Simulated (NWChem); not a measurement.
# C3H5BFN; SMILES C1=CB(NC1)F

```xyz
11

F      0.0705    -2.1600     0.0000
B      0.0697    -0.8183     0.0000
C      1.2775     0.1696     0.0000
C      0.7465     1.4063     0.0000
C     -0.7638     1.3893     0.0000
N     -1.0995    -0.0259     0.0000
H      2.3460    -0.0230     0.0000
H      1.2844     2.3516     0.0000
H     -1.1655     1.9095    -0.8840
H     -1.1655     1.9095     0.8840
H     -2.0659    -0.3153     0.0000
```
Atoms are numbered in this order, from 1.

Results from NWChem. Geometry: optimised at B3LYP/6-31G* (spherical d). B3LYP is NWChem's, with the RPA form of VWN correlation. Field at 589 nm.

Question: Estimate the computed values for B3LYP/def2-SVP. Quantities: isotropic polarisability (bohr³); anisotropy (bohr³).

Answer: 
```json
{
 "isotropic polarisability (bohr³)": "47.6",
 "anisotropy (bohr³)": "27.4"
}
```
